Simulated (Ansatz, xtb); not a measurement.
Diatomic TaSn, multiplicity 6 (lowest of 2S+1 = 2, 4, 6, 8 at PBE0/def2-TZVPP; our sources give no spin for the ground state, which may be another). No spin–orbit coupling.

Seven points along R, fitted to fifth degree in 1/R; most abundant isotopes. In def2 and cc sets the state is the lowest found near the PBE0 minimum, followed along R.

Programs: Ansatz (Gaussian basis) for Hartree–Fock, density functionals and correlated methods; xtb for the GFN methods.  In def2 rows elements past Kr take small-core potentials, without spin–orbit coupling. The GFN methods have no spin term and hold the electronic entropy of 300 K.

```csv
level,r_e (Å),ω_e (cm⁻¹),α_e (cm⁻¹),B_e (cm⁻¹),dipole (D)
GFN1-xTB,2.696,217,9.8e-5,0.0322,-
GFN2-xTB,2.697,167,0.00018,0.0321,-
SVWN5/def2-TZVPP,2.685,191,7.6e-5,0.0324,1.04
PBE/def2-TZVPP,2.728,181,7.6e-5,0.0314,1.27
r2SCAN/def2-TZVPP,2.709,188,7.5e-5,0.0319,2.00
B97M-V/def2-TZVPP,2.747,178,7.4e-5,0.0310,1.51
B3LYP/def2-TZVPP,2.733,181,7.7e-5,0.0313,1.61
PBE0/def2-TZVPP,2.695,193,7.3e-5,0.0322,2.00
BHLYP/def2-TZVPP,2.714,185,8.6e-5,0.0317,2.40
CAM-B3LYP/def2-TZVPP,2.696,192,7.9e-5,0.0322,2.19
wB97X-V/def2-TZVPP,2.679,197,8.0e-5,0.0326,2.54
wB97M-V/def2-TZVPP,2.679,197,8.1e-5,0.0326,2.14
B2PLYP/def2-TZVPP,2.703,196,6.1e-5,0.0320,-
```

Correlated levels freeze the inner cores; with def2 sets outer-core shells near the valence are correlated too.

Ansatz is an electronic-structure program.
